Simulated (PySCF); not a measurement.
# How methods differ on the ionisation energy of Xe²⁶⁺

Xe²⁶⁺ [Ar] 3d10 (1S) → Xe²⁷⁺ [Ar] 3d9 (2D), as a difference of total energies. All numbers are calculated (PySCF 2.14, the non-relativistic Hamiltonian (point nucleus), in an uncontracted even-tempered set (17 s from 3.4 bohr⁻², ratio 2.5; 11 p from 4.4 bohr⁻², ratio 2.5; 8 d from 4.4 bohr⁻², ratio 2.5; 4 f from 22 bohr⁻², ratio 2.7; 3 g from 32 bohr⁻², ratio 2.7)). Correlated levels: outer shells: [Ne] frozen; virtual orbitals above 40 to 60 times the deepest correlated orbital energy dropped. The calculations carry no spin-orbit coupling.

```
                method  ionisation energy (eV)
                   UHF                  1503.1
                   LDA                  1502.9
                   PBE                  1502.1
                  PBE0                  1502.9
                r2SCAN                  1503.1
               r2SCANh                  1503.3
               r2SCAN0                  1503.7
    MP2 (outer shells)                  1504.8
SCS-MP2 (outer shells)                  1504.5
```

A first-order spin-orbit estimate (lowest level to lowest level, LS coupling) adds -5.284 eV.

All relativistic terms are absent from these numbers, so their closeness to the reference says little about the methods.

For comparison: 1493 ± 4 eV (theoretical estimate listed by NIST; NIST Atomic Spectra Database, ionization energies).
